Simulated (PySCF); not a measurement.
PySCF input for C₄H₄F₂O₂, SMILES FC(F)=C1COCO1, PBE-D3(BJ)/def2-SVP. Geometry optimised at PBE-D3(BJ)/def2-SVP. This is a generated structure with no PubChem entry under its InChIKey; it may be hypothetical. One conformer was computed; it need not be the lowest.

```python
import numpy as np
from pyscf import gto, scf, dft, df
from pyscf.hessian import thermo

mol = gto.M(
    atom='''
    F     1.49715085   -1.80417515    0.61522726
    C     1.24703063   -0.54476621    0.28216841
    F     2.35353549    0.20338755    0.25958976
    C     0.03651460   -0.03092499    0.01027597
    C    -0.29523967    1.39200953   -0.39619772
    O    -1.71225628    1.41841599   -0.24752543
    C    -2.12230051    0.10408407   -0.50267622
    O    -1.12912600   -0.75468708    0.06899355
    H     0.01245351    1.59962008   -1.45150298
    H     0.15282859    2.16613978    0.25812119
    H    -2.19005491   -0.10428844   -1.60304451
    H    -3.09637627   -0.08662899   -0.01009426
    ''',
    basis='def2-SVP',
    charge=0,
    spin=0,
    max_memory=1600,
    verbose=3,
)
mf = dft.RKS(mol, xc='pbe').density_fit(auxbasis='def2-universal-jkfit')
mf.disp = 'd3bj'
mf.grids.level = 3
mf.conv_tol = 1e-11
mf.max_cycle = 100
mf.kernel()

# [left out here: the lines that compute and print the analytic Hessian (its translational invariance restored by hand, since the grid's response is missing), thermochemistry and intensities]
```

Output:

```
converged SCF energy = -504.001429824038

WARN: DFTD3 does not support analytical Hessian, using finite difference


WARN: Mole.unit (angstrom) is changed to Bohr

Mode                                 0                   1                   2
Irrep
Freq [cm^-1]                       72.7466            154.5971            166.6658
Reduced mass [au]                   4.2931              8.1931              5.8746
Force const [Dyne/A]                0.0134              0.1154              0.0961
Char temp [K]                     104.6662            222.4308            239.7950
Normal mode                   x     y     z       x     y     z       x     y     z
       0   F                -0.00  0.02  0.05    0.11 -0.01  0.03   -0.04  0.03  0.11
       1   C                 0.00  0.00  0.01   -0.02 -0.04  0.01    0.00  0.01 -0.01
       2   F                -0.01  0.02  0.04   -0.09  0.06 -0.05    0.03 -0.04 -0.11
       3   C                 0.01 -0.02 -0.09   -0.04 -0.08  0.02    0.01  0.01 -0.02
       4   C                 0.00 -0.03 -0.09    0.05 -0.05  0.04   -0.02  0.03  0.08
       5   O                 0.02  0.01  0.10    0.05  0.03  0.00   -0.02 -0.02  0.07
       6   C                -0.04  0.04  0.07   -0.01  0.06 -0.04    0.03 -0.01 -0.07
       7   O                 0.01 -0.04 -0.12   -0.08 -0.01 -0.01    0.02 -0.01 -0.06
       8   H                -0.14 -0.08 -0.14    0.10 -0.04  0.06   -0.01  0.14  0.10
       9   H                 0.12 -0.02 -0.18    0.08 -0.09  0.08   -0.05 -0.01  0.16
      10   H                -0.19  0.11  0.06    0.03  0.08 -0.04    0.12  0.08 -0.09
      11   H                 0.02  0.03  0.18   -0.04  0.10 -0.08   -0.00 -0.08 -0.16
Mode                                 3                   4                   5
Irrep
Freq [cm^-1]                      269.6296            345.0453            380.0559
Reduced mass [au]                   2.0469              6.4614             11.7790
Force const [Dyne/A]                0.0877              0.4532              1.0024
Char temp [K]                     387.9370            496.4434            546.8159
Normal mode                   x     y     z       x     y     z       x     y     z
       0   F                -0.00  0.00  0.02   -0.03  0.01  0.03   -0.13  0.00 -0.03
       1   C                 0.00 -0.00 -0.01    0.01 -0.03 -0.14   -0.02  0.03  0.04
       2   F                 0.00 -0.00 -0.01   -0.04  0.03  0.05   -0.06  0.09 -0.04
       3   C                 0.01 -0.00 -0.03    0.02 -0.04 -0.16    0.00  0.00  0.04
       4   C                 0.03  0.03  0.08    0.02  0.01  0.01    0.07 -0.03  0.01
       5   O                 0.01  0.01 -0.11    0.02 -0.01  0.02    0.08 -0.03  0.01
       6   C                -0.06 -0.02  0.09    0.03 -0.02  0.01    0.06 -0.03  0.02
       7   O                 0.02 -0.02 -0.06   -0.00  0.02  0.09    0.05 -0.05 -0.01
       8   H                 0.20  0.20  0.17    0.02  0.19  0.05    0.09 -0.06  0.01
       9   H                -0.09 -0.06  0.27    0.02 -0.10  0.14    0.08 -0.02 -0.01
      10   H                -0.33 -0.12  0.13    0.11 -0.02  0.00    0.04 -0.03  0.02
      11   H                 0.04  0.06  0.33    0.01 -0.02 -0.05    0.06 -0.01  0.03
Mode                                 6                   7                   8
Irrep
Freq [cm^-1]                      496.0722            502.4248            618.9647
Reduced mass [au]                   8.2629              8.4364             13.7258
Force const [Dyne/A]                1.1980              1.2547              3.0983
Char temp [K]                     713.7374            722.8774            890.5524
Normal mode                   x     y     z       x     y     z       x     y     z
       0   F                 0.03 -0.03 -0.03   -0.04  0.09 -0.04    0.05  0.11 -0.02
       1   C                -0.04  0.02  0.20    0.01  0.09  0.04   -0.09  0.03 -0.03
       2   F                -0.03 -0.01 -0.03    0.11 -0.01  0.01   -0.07 -0.11  0.02
       3   C                 0.03 -0.01 -0.15   -0.04 -0.07 -0.05   -0.05  0.05  0.01
       4   C                -0.01  0.04 -0.02    0.02 -0.08  0.02    0.04  0.04 -0.02
       5   O                -0.01 -0.00  0.01    0.03 -0.01  0.00    0.06 -0.03  0.01
       6   C                 0.02 -0.02  0.01   -0.04  0.02 -0.02    0.04 -0.04  0.02
       7   O                 0.01  0.03  0.03   -0.09 -0.05  0.03    0.01 -0.03 -0.00
       8   H                -0.02  0.18  0.01    0.06 -0.01  0.05    0.05  0.05 -0.01
       9   H                -0.02 -0.04  0.08    0.06 -0.16  0.09    0.03  0.04 -0.00
      10   H                 0.04 -0.02  0.00   -0.00  0.02 -0.02    0.03 -0.03  0.02
      11   H                 0.01 -0.04 -0.01   -0.07  0.08 -0.06    0.04  0.00  0.02
Mode                                 9                  10                  11
Irrep
Freq [cm^-1]                      732.8568            824.2715            950.9741
[...]
Reduced mass [au]                   1.2083              3.8890              1.8811
Force const [Dyne/A]                1.0338              3.4177              1.8430
Char temp [K]                    1733.8537           1757.1917           1855.3461
Normal mode                   x     y     z       x     y     z       x     y     z
       0   F                 0.00 -0.00  0.00    0.01 -0.03  0.01    0.01 -0.05  0.01
       1   C                 0.00  0.00 -0.00    0.04  0.04 -0.01    0.03  0.12 -0.03
       2   F                -0.00 -0.00 -0.00   -0.03 -0.01 -0.00   -0.03 -0.02  0.00
       3   C                -0.00  0.01  0.01    0.08  0.16 -0.04   -0.03  0.03 -0.01
       4   C                 0.01  0.02  0.03    0.02 -0.06  0.01    0.06 -0.09  0.02
       5   O                 0.03 -0.04 -0.06   -0.06 -0.03 -0.00    0.03  0.04  0.00
       6   C                -0.03  0.04  0.02    0.07  0.01 -0.00   -0.00  0.00 -0.01
       7   O                -0.00 -0.02  0.02   -0.08 -0.06  0.02   -0.02 -0.01 -0.01
       8   H                -0.36  0.15 -0.05    0.16 -0.13  0.03   -0.34  0.29 -0.02
       9   H                 0.28 -0.06 -0.05    0.03 -0.09  0.03   -0.36  0.25 -0.09
      10   H                -0.06  0.53 -0.07   -0.16  0.26 -0.04    0.05 -0.24  0.03
      11   H                 0.07 -0.54  0.00    0.08  0.19  0.07    0.06 -0.17  0.04
Mode                                21                  22                  23
Irrep
Freq [cm^-1]                     1311.1840           1377.8211           1429.1601
Reduced mass [au]                   4.4037              1.4220              1.0900
Force const [Dyne/A]                4.4606              1.5905              1.3117
Char temp [K]                    1886.5019           1982.3778           2056.2432
Normal mode                   x     y     z       x     y     z       x     y     z
       0   F                -0.00  0.05 -0.01   -0.00  0.01 -0.00    0.00 -0.00  0.00
       1   C                -0.10 -0.17  0.03    0.01 -0.04  0.01   -0.00  0.01 -0.00
       2   F                 0.06  0.04 -0.00   -0.00  0.00 -0.00    0.00 -0.00 -0.00
       3   C                 0.02  0.08 -0.02    0.05  0.06 -0.01    0.00 -0.00 -0.00
       4   C                 0.03 -0.08  0.02   -0.04  0.02 -0.00    0.06  0.05 -0.02
       5   O                 0.01  0.03 -0.00    0.03 -0.01  0.01    0.01  0.01 -0.00
       6   C                 0.01 -0.01 -0.01   -0.02  0.10 -0.01    0.01 -0.01  0.01
       7   O                -0.01 -0.02  0.01   -0.05 -0.03 -0.01    0.00 -0.00  0.00
       8   H                -0.22  0.18 -0.00    0.09 -0.18 -0.00   -0.40 -0.46 -0.23
       9   H                -0.25  0.13 -0.05    0.07 -0.13  0.10   -0.33 -0.21  0.52
      10   H                -0.04  0.02 -0.01    0.18 -0.55  0.10   -0.17  0.02  0.00
      11   H                 0.01  0.03  0.01    0.15 -0.48  0.10   -0.07 -0.00 -0.14
Mode                                24                  25                  26
Irrep
Freq [cm^-1]                     1465.3765           1823.2056           2866.4892
Reduced mass [au]                   1.1119             11.8919              1.0719
Force const [Dyne/A]                1.4068             23.2901              5.1894
Char temp [K]                    2108.3505           2623.1869           4124.2397
Normal mode                   x     y     z       x     y     z       x     y     z
       0   F                 0.00 -0.00  0.00    0.01 -0.02  0.01    0.00 -0.00  0.00
       1   C                -0.01  0.00 -0.00   -0.18  0.08 -0.04   -0.00  0.00 -0.00
       2   F                 0.00  0.00  0.00    0.02  0.01  0.00    0.00  0.00  0.00
       3   C                -0.00 -0.00 -0.00    0.18 -0.07  0.04   -0.00 -0.00 -0.00
       4   C                -0.02 -0.01  0.00   -0.01  0.01 -0.01    0.00  0.00 -0.00
       5   O                 0.00  0.00  0.01   -0.01  0.00 -0.00    0.00  0.00  0.00
       6   C                 0.07  0.04  0.03   -0.01  0.00  0.00    0.01  0.02  0.07
       7   O                 0.01 -0.00  0.01   -0.02 -0.00 -0.00    0.00 -0.00  0.00
       8   H                 0.11  0.09  0.06   -0.00  0.03  0.01   -0.01 -0.01  0.06
       9   H                 0.06  0.04 -0.12    0.01 -0.01 -0.00   -0.01 -0.01 -0.01
      10   H                -0.62 -0.20  0.10    0.02 -0.01  0.00   -0.04 -0.17 -0.93
      11   H                -0.20 -0.19 -0.57   -0.01 -0.00  0.01   -0.14 -0.02  0.09
Mode                                27                  28                  29
Irrep
Freq [cm^-1]                     2903.1569           3040.2380           3053.1979
Reduced mass [au]                   1.0727              1.0947              1.0982
Force const [Dyne/A]                5.3268              5.9615              6.0319
Char temp [K]                    4176.9964           4374.2256           4392.8720
Normal mode                   x     y     z       x     y     z       x     y     z
       0   F                -0.00  0.00 -0.00    0.00 -0.00 -0.00   -0.00  0.00 -0.00
       1   C                 0.00 -0.00  0.00   -0.00 -0.00  0.00   -0.00  0.00 -0.00
       2   F                -0.00 -0.00 -0.00    0.00  0.00 -0.00   -0.00 -0.00  0.00
       3   C                -0.00  0.00 -0.00    0.00  0.00  0.00    0.00 -0.00  0.00
       4   C                 0.02  0.02 -0.07   -0.03 -0.05 -0.06    0.00  0.01  0.01
       5   O                 0.00 -0.00  0.00   -0.00  0.00  0.00    0.00 -0.00 -0.00
       6   C                -0.00 -0.00 -0.00   -0.01 -0.00  0.01   -0.07 -0.01  0.05
       7   O                -0.00 -0.00 -0.00    0.00  0.00 -0.00   -0.00  0.00 -0.00
       8   H                -0.25 -0.17  0.90   -0.04 -0.04  0.14    0.00  0.00 -0.01
       9   H                -0.06 -0.11 -0.12    0.37  0.65  0.56   -0.04 -0.07 -0.06
      10   H                 0.00  0.02  0.06   -0.00 -0.00 -0.02   -0.01 -0.03 -0.13
      11   H                 0.00  0.00 -0.00    0.09  0.02 -0.05    0.82  0.16 -0.43
temperature 298.1500 [K]
pressure 101325.00 [Pa]
Rotational constants [GHz] 4.55644 1.42285 1.10887
Symmetry number 1
Zero-point energy (ZPE) 0.07965 [Eh]   209127.166 [J/mol]
                           tot       elec      trans        rot        vib
Entropy [J/mol/K]       353.205      0.000    168.667    117.962     66.576
Cv [J/mol/K]            103.274      0.000     12.472     12.472     78.330
Cp [J/mol/K]            111.588      0.000     20.786     12.472     78.330
Internal energy [J/mol]                      3718.434   3718.434 220296.770
Internal energy [Eh]   -503.91469  -504.00143
Enthalpy [J/mol]                             6197.391   3718.434 220296.770
Enthalpy [Eh]          -503.91375
Gibbs free energy [J/mol]                  -44090.770 -31451.888 200447.121
Gibbs free energy [Eh] -503.95386
mode   freq/cm-1   IR/(km/mol)
   1       72.75         1.707
   2      154.60         1.013
   3      166.67         0.559
   4      269.63        12.128
   5      345.05         2.796
   6      380.06         3.568
   7      496.07         1.468
   8      502.42         0.141
   9      618.96         1.936
  10      732.86         2.354
  11      824.27        25.161
  12      950.97       101.174
  13      979.95        20.067
  14     1000.02        11.409
  15     1083.14        83.529
  16     1111.41       136.671
  17     1134.01        39.643
  18     1154.74       119.471
  19     1205.09         3.767
  20     1221.31       226.777
  21     1289.53        53.103
  22     1311.18       111.232
  23     1377.82         4.711
  24     1429.16         1.161
  25     1465.38         2.895
  26     1823.21        65.094
  27     2866.49       113.055
  28     2903.16        47.206
  29     3040.24         9.247
  30     3053.20        27.901
max |gradient| / (hartree/bohr): 0.00024013527710886764
APT charges: [-4.938e-01  9.408e-01 -4.796e-01  2.322e-01  4.474e-01 -6.563e-01
  9.342e-01 -7.294e-01 -6.640e-02  2.000e-04 -1.097e-01 -1.960e-02]
```

Self-consistency was reached.
